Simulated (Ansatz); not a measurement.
CH₃B₂Br (`BrC1BB1`) from Hartree–Fock to CCSD(T)

| atom | x (Å) | y (Å) | z (Å) |
| --- | --- | --- | --- |
| Br1 | 1.187 | 2.099 | 0.653 |
| C2 | 0.248 | 0.537 | 0.131 |
| B3 | -0.921 | 0.114 | -0.604 |
| B4 | -0.064 | -1.033 | 0.016 |
| H5 | 0.936 | -0.248 | 0.623 |
| H6 | -1.820 | 0.572 | -1.214 |
| H7 | 0.434 | -2.041 | 0.396 |

Total charge 0; spin multiplicity 1. Correlated methods include outer-core shells of Br, which these sets cover unevenly. Scalar relativity is left out up to krypton. The structure was optimised at the PBE0-D4/def2-TZVP level. Frozen core, restricted reference, Ansatz.

| basis | HF (Eh) | MP2 corr. | CCSD corr. | (T) | CCSD(T) total |
| --- | --- | --- | --- | --- | --- |
| def2-SVP | -2660.90228 | ? | -0.56602 | -0.02089 | ? |
| def2-TZVPP | ? | -0.64819 | -0.67040 | ? | ? |
| def2-QZVPP | -2661.37155 | ? | – | – | – |

(1) Fill in the withheld values. (Estimate.)

Results:

(1) Computed: def2-SVP MP2 corr.: -0.54142; def2-SVP CCSD(T) total: -2661.48919; def2-TZVPP HF (Eh): -2661.31810; def2-TZVPP (T): -0.03138; def2-TZVPP CCSD(T) total: -2662.01988; def2-QZVPP MP2 corr.: -0.98835.
